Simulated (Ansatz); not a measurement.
The same path of C4H8BF (14 atoms, charge 0, multiplicity 1) was run twice with different band settings. The coordinate that changes most is the dihedral C2–B3–C5–C6.

Method: RKS PBE0-D4/def2-SVP in Ansatz.

Relaxed end points:

```xyz
14
Properties=species:S:1:pos:R:3
C -1.690 -1.419 1.462
C -1.032 -0.485 0.759
B 0.342 -0.787 0.087
F 0.839 -2.021 0.248
C 1.199 0.216 -0.763
C 0.654 1.628 -0.940
H -1.276 -2.426 1.583
H -2.658 -1.227 1.941
H -1.486 0.509 0.663
H 2.209 0.236 -0.308
H 1.367 -0.268 -1.744
H -0.328 1.622 -1.439
H 0.522 2.136 0.028
H 1.323 2.256 -1.548
```

```xyz
14
Properties=species:S:1:pos:R:3
C -0.650 -2.464 1.272
C 0.142 -1.664 0.543
B -0.256 -0.193 0.209
F -1.427 0.249 0.682
C 0.635 0.776 -0.643
C 0.106 2.187 -0.860
H -1.608 -2.101 1.658
H -0.385 -3.499 1.514
H 1.094 -2.066 0.176
H 1.636 0.792 -0.169
H 0.822 0.267 -1.609
H -0.869 2.177 -1.370
H -0.042 2.712 0.096
H 0.791 2.797 -1.469
```

Common settings: movable images 9; climbing image yes; optimiser quadratic models (default); start path IDPP; force threshold 0.03 eV/Å; end points relaxed.

| run | spring | iteration limit |
| --- | --- | --- |
| 1 | 5.0 eV/Å² | 55 |
| 2 | 50.0 eV/Å² | 60 |

(1) What does each run give, and how far can it be trusted?

Results:

(1) Run 1: converged after 7 iterations, highest image 0.040 eV above the first end. A vibrational analysis at the climbing image gives no mode beyond 40i cm⁻¹: the surface is too flat there to confirm a saddle point.
Run 2: converged after 7 iterations, highest image 0.040 eV above the first end. Another band between the same ends (9 images) ends at a top of the same energy, where a vibrational analysis finds no clearly imaginary modes.
